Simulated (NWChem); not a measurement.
# BaHSF; SMILES [Ba]([F])[SH]

```xyz
4

Ba     0.2709     0.4002    -0.0017
F     -1.5081     1.7310     0.0015
S     -0.3021    -2.4501    -0.0017
H      1.0134    -2.7775    -0.0027
```
Atoms are numbered in this order, from 1.

Program: NWChem. All runs use the structure optimised with PBE0/def2-SVP. def2 effective core potentials on Ba; no spin-orbit coupling. Static field.

For level PBE/def2-SVPD:

```yaml
isotropic polarisability (bohr³): 72.7
anisotropy (bohr³): 45.4
```

### Question
Estimate the same quantities for level LC-BLYP (range parameter 0.33 per bohr)/def2-SVPD.

### Answer
The isotropic polarisability (bohr³) is 64.1 and the anisotropy (bohr³) is 30.0.
